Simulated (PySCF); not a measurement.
Frontier levels across methods

Species: C2H6N2Si2.
Geometry (PBE0-D3(BJ)/def2-SVP, Å), atoms numbered from 1 in this order:
```xyz
12
C2H6N2Si2 angstrom
C      3.120   -0.400   -0.317
C      1.985    0.043   -0.335
Si     0.277    0.725   -0.372
N     -0.933   -0.343   -1.022
Si    -1.797   -0.460    0.492
N     -0.590    0.628    1.134
H      4.121   -0.795   -0.299
H      0.386    2.073   -0.999
H     -1.069   -0.753   -1.934
H     -3.199    0.064    0.476
H     -1.846   -1.820    1.116
H     -0.416    1.009    2.051
```

Basis pcSseg-1 throughout (PySCF), one geometry. Isolated species at its PBE0-D3(BJ)/def2-SVP geometry, gas phase.

Task: How do the orbital energies, the gap and the dipole change with the method?

Result: 
```csv
method,kind,HOMO (eV),LUMO (eV),gap (eV),μ (D),SCF cycles
BLYP,GGA,-5.62,-1.36,4.26,0.44,15
B97-D,GGA,-5.77,-1.39,4.38,0.45,15
PBE,GGA,-5.80,-1.55,4.26,0.46,15
OPBE,GGA,-5.83,-1.41,4.42,0.47,15
KT3,GGA,-5.87,-1.53,4.34,0.44,16
KT2,GGA,-5.88,-1.65,4.23,0.45,15
BP86,GGA,-5.91,-1.62,4.29,0.46,15
LDA,LDA,-5.96,-1.79,4.17,0.46,15
B3LYP,global hybrid,-6.92,-0.82,6.11,0.46,14
B97-2,global hybrid,-6.94,-0.65,6.29,0.47,13
PBE0,global hybrid,-7.23,-0.65,6.57,0.48,14
mPW1PW91,global hybrid,-7.26,-0.65,6.61,0.48,14
BHandHLYP,global hybrid,-8.49,0.37,8.86,0.48,13
CAM-B3LYP,range-separated hybrid,-8.59,0.47,9.06,0.46,13
wB97X-D,range-separated hybrid,-9.14,1.14,10.28,0.48,14
LC-wPBE,range-separated hybrid,-10.08,1.60,11.67,0.47,13
HF,Hartree–Fock,-10.53,2.83,13.36,0.54,12
```

The HOMO spans 4.91 eV, from BLYP down to HF, and the gap runs from 4.17 eV (LDA) to 13.36 eV (HF). Over the methods BLYP (0 %), B97-D (0 %), PBE (0 %), OPBE (0 %), KT3 (0 %), KT2 (0 %), BP86 (0 %), LDA (0 %), B3LYP (20 %), B97-2 (21 %), PBE0 (25 %), mPW1PW91 (25 %), BHandHLYP (50 %), HF (100 %), a straight line through the gap against the share of exact exchange rises by 0.91 eV for each 10 % (correlation coefficient 1.000). The dipole ranges from 0.44 D (KT3) to 0.54 D (HF). This basis has no diffuse functions.

The vertical ΔSCF ionisation energy at CAM-B3LYP/def2-SVPD is 9.38 eV; −ε(HOMO) comes closest to it with wB97X-D (9.14 eV).
